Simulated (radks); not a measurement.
Isoelectronic series with 44 electrons, each ion in its NIST ground configuration. Calculated with a radial shooting solver on a logarithmic mesh with Libxc functionals: non-relativistic Kohn-Sham, r2SCAN, spin-polarised, spherical densities, point nucleus; open shells are filled with parallel spins first (spin-orbit coupling, left out, can overturn this in heavy ions); meta-GGA in the generalised Kohn-Sham scheme. Total energies (hartree) and orbital eigenvalues (eV) (* marks an orbital that is empty in some or all of the ions):

| ion | configuration | E (hartree) | 5s down* | 4d down | 5s up* | 4d up | 4p down |
|---|---|---|---|---|---|---|---|
| Ru | [Kr] 4d7 5s1 | -4443.68299 | -2.4679 | -3.8160 | -4.6258 | -6.6012 | -44.9515 |
| Ag3+ | [Kr] 4d8 | -5197.66150 | -28.8076 | -43.3909 | -29.6611 | -45.5119 | -95.5827 |
| Sn6+ | [Kr] 4d8 | -6015.66387 | -69.2640 | -106.6423 | -70.3607 | -109.2454 | -171.0315 |
| I9+ | [Kr] 4d8 | -6897.24608 | -121.3530 | -187.9541 | -122.6768 | -191.0043 | -264.4553 |
| Ba12+ | [Kr] 4d8 | -7842.2219 | -184.3314 | -286.1507 | -185.8772 | -289.6312 | -374.6561 |
| Pr15+ | [Kr] 4d8 | -8850.4844 | -257.8396 | -400.6917 | -259.6045 | -404.5931 | -501.1070 |
| Sm18+ | [Kr] 4d8 | -9921.9648 | -341.6702 | -531.2746 | -343.6522 | -535.5913 | -643.5216 |
| Tb21+ | [Kr] 4d8 | -11056.6161 | -435.6915 | -677.7112 | -437.8888 | -682.4394 | -801.7247 |
| Er24+ | [Kr] 4d8 | -12254.4043 | -539.8140 | -839.8756 | -542.2252 | -845.0126 | -975.6012 |
| Lu27+ | [Kr] 4d8 | -13515.3043 | -653.9749 | -1017.679 | -656.5985 | -1023.223 | -1165.071 |
| W30+ | [Kr] 4d8 | -14839.2969 | -778.1276 | -1211.058 | -780.9625 | -1217.008 | -1370.077 |
| Ir33+ | [Kr] 4d8 | -16226.3673 | -912.2374 | -1419.963 | -915.2824 | -1426.318 | -1590.577 |
| Hg36+ | [Kr] 4d8 | -17676.5035 | -1056.277 | -1644.358 | -1059.532 | -1651.117 | -1826.537 |
| Bi39+ | [Kr] 4d8 | -19189.6963 | -1210.226 | -1884.214 | -1213.689 | -1891.377 | -2077.933 |
